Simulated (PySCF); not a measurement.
A structure optimised at r2SCAN-D4/def2-SVP, used in a PySCF frequency run:

```xyz
6

Zn     0.0000     0.0000     0.8792
I      0.0000     0.0000    -1.5618
Si     0.0000     0.0000     3.2228
H     -1.2094    -0.6983     3.7597
H      0.0000     1.3966     3.7597
H      1.2094    -0.6983     3.7597
```

Problem. Write its SMILES, formula and point group.

Solution. [SiH3][Zn][I], H3ISiZn, C3v

Problem. What are its rotational constants (standard atomic weights)?

Solution. 85.688, 0.73168, 0.73168 GHz
